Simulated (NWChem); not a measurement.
System meant: cyclotrisilazane (Si3N3H9); SMILES [SiH2]1N[SiH2]N[SiH2]N1

The following NWChem deck was run.

```
start job
memory heap 200 mb stack 900 mb global 1100 mb
geometry units angstroms noautoz
  Si     1.295174     1.295174    -0.013001
  N      1.563236    -0.418868    -0.012701
  Si     0.474067    -1.769241    -0.013001
  N     -1.144368    -1.144368    -0.012701
  Si    -1.769241     0.474067    -0.013001
  N     -0.418868     1.563236    -0.012701
  H      1.936434     1.936434    -1.208568
  H      1.936977     1.936977     1.181912
  H      2.546100    -0.682226    -0.012711
  H      0.708784    -2.645218    -1.208568
  H      0.708983    -2.645960     1.181912
  H     -1.863875    -1.863875    -0.012711
  H     -2.645960     0.708983     1.181912
  H     -2.645218     0.708784    -1.208568
  H     -0.682226     2.546100    -0.012711
end
basis spherical
  Si library def2-svp
  N library def2-svp
  H library def2-svp
end
dft
  xc xpbe96 cpbe96
  iterations 4
  mulliken
end
task dft energy
```

End of the output:

```
    Atom       Charge   Shell Charges
 -----------   ------   -------------------------------------------------------
    1 Si  14    13.50   2.00  1.93  0.62  0.31  5.81  1.27  1.01  0.54
    2 N    7     7.34   1.97  0.74  0.45  2.29  1.88  0.02
    3 Si  14    13.50   2.00  1.93  0.62  0.31  5.81  1.27  1.01  0.54
    4 N    7     7.34   1.97  0.74  0.45  2.29  1.88  0.02
    5 Si  14    13.50   2.00  1.93  0.62  0.31  5.81  1.27  1.01  0.54
    6 N    7     7.34   1.97  0.74  0.45  2.29  1.88  0.02
    7 H    1     1.12   0.66  0.44  0.02
    8 H    1     1.12   0.66  0.44  0.02
    9 H    1     0.92   0.58  0.20  0.13
   10 H    1     1.12   0.66  0.44  0.02
   11 H    1     1.12   0.66  0.44  0.02
   12 H    1     0.92   0.58  0.20  0.13
   13 H    1     1.12   0.66  0.44  0.02
   14 H    1     1.12   0.66  0.44  0.02
   15 H    1     0.92   0.58  0.20  0.13

 center of mass
 --------------
 x =  -0.00000000 y =   0.00000000 z =   0.00000000

 moments of inertia (a.u.)
 ------------------
         848.590741730470           0.000000000000           0.000000000000
           0.000000000000         848.590741730470          -0.000000000000
           0.000000000000          -0.000000000000        1635.483029374127

     Multipole analysis of the density
     ---------------------------------

     L   x y z        total         alpha         beta         nuclear
     -   - - -        -----         -----         ----         -------
     0   0 0 0     -0.000000    -36.000000    -36.000000     72.000000

     1   1 0 0      0.000000      0.000000      0.000000     -0.000000
     1   0 1 0     -0.000000     -0.000000     -0.000000      0.000000
     1   0 0 1      0.000000     -0.000000     -0.000000      0.000000

     2   2 0 0    -41.778771   -254.583780   -254.583780    467.388789
     2   1 1 0      0.000000      0.000000      0.000000     -0.000000
     2   1 0 1     -0.000000     -0.000000     -0.000000     -0.000000
     2   0 2 0    -41.778771   -254.583780   -254.583780    467.388789
     2   0 1 1      0.000000      0.000000      0.000000      0.000000
     2   0 0 2    -48.486164    -39.547935    -39.547935     30.609706

 ------------------------------------------------------------------------
 dft energy failed                                                                                  0
 ------------------------------------------------------------------------
 ------------------------------------------------------------------------
  current input line :
    30: task dft energy
 ------------------------------------------------------------------------
 ------------------------------------------------------------------------
 This type of error is most commonly associated with calculations not reaching convergence criteria
 ------------------------------------------------------------------------
 For more information see the NWChem manual at https://nwchemgit.github.io

0:dft energy failed:Received an Error in Communication
```

Q: Find the fault in this run and fix the input.

A: Convergence was not reached. Cause: the SCF was allowed too few iterations. This input runs:
```
start job
memory heap 200 mb stack 900 mb global 1100 mb
geometry units angstroms noautoz
  Si     1.295174     1.295174    -0.013001
  N      1.563236    -0.418868    -0.012701
  Si     0.474067    -1.769241    -0.013001
  N     -1.144368    -1.144368    -0.012701
  Si    -1.769241     0.474067    -0.013001
  N     -0.418868     1.563236    -0.012701
  H      1.936434     1.936434    -1.208568
  H      1.936977     1.936977     1.181912
  H      2.546100    -0.682226    -0.012711
  H      0.708784    -2.645218    -1.208568
  H      0.708983    -2.645960     1.181912
  H     -1.863875    -1.863875    -0.012711
  H     -2.645960     0.708983     1.181912
  H     -2.645218     0.708784    -1.208568
  H     -0.682226     2.546100    -0.012711
end
basis spherical
  Si library def2-svp
  N library def2-svp
  H library def2-svp
end
dft
  xc xpbe96 cpbe96
  iterations 150
  mulliken
end
task dft energy
```
It converges to -1037.22518 Ha (PBE/def2-SVP).
